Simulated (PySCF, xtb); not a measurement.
Cu(OH) (CuHO), SMILES [OH][Cu], multiplicity 1.

GFN2-xTB in xtb 6.7.1 at its own geometry gives an orbital gap of 4.55 eV and a dipole moment of 4.68 D.

The structure is a stationary point at r2SCAN-D4/def2-TZVP. The multiplicity is an assumed one; other spin states were not compared.

Question: What does HF/def2-TZVPD in PySCF give? (Estimate from the structure and the level; the computed values follow.)

Answer: gap 10.34 eV (levels -10.39 and -0.06 eV), dipole 5.53 D.
